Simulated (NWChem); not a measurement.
## Basis-set convergence for H3AlO2S

```xyz
7

Al    -0.2778    -0.3455     0.0000
O      0.1488    -1.9860     0.0000
H      1.0293    -2.3618     0.0000
O     -1.9101     0.1118     0.0000
H     -2.6465    -0.5016     0.0000
S      1.1932     1.2590     0.0000
H      0.2270     2.2046     0.0000
```
Charge 0, spin multiplicity 1.

Everything below was run with NWChem. Structure: optimised with PBE0/def2-SVP, a minimum by its harmonic frequencies. It is one conformer; others weren't searched.

Quantity: LUMO energy at the level B3LYP.

B3LYP has NWChem's definition, with VWN1-RPA local correlation. The Pople sets run with spherical d functions. The structure started from a generated list of species.

Problem. In def2-TZVPD the value is -1.24 eV. Among 3-21G, pcseg-1, def2-SVP, 6-311G**, def2-SVPD, 6-311++G**, aug-cc-pVDZ, pcseg-2, def2-TZVPP, which is the smallest basis within 0.1 eV of it?

Solution. def2-SVPD, with 121 functions against 196 and about 30 % of the time (also within reach: 6-311++G**, aug-cc-pVDZ). def2-TZVPD isn't the basis-set limit itself, and a small set can land close by cancellation.

```csv
basis,functions,LUMO energy (eV)
3-21G,50,-0.56
pcseg-1,79,-0.83
def2-SVP,79,-0.51
6-311G**,106,-0.75
def2-SVPD,121,-1.18
6-311++G**,125,-1.28
aug-cc-pVDZ,127,-1.26
pcseg-2,170,-0.95
def2-TZVPP,188,-0.81
def2-TZVPD,196,-1.24
```
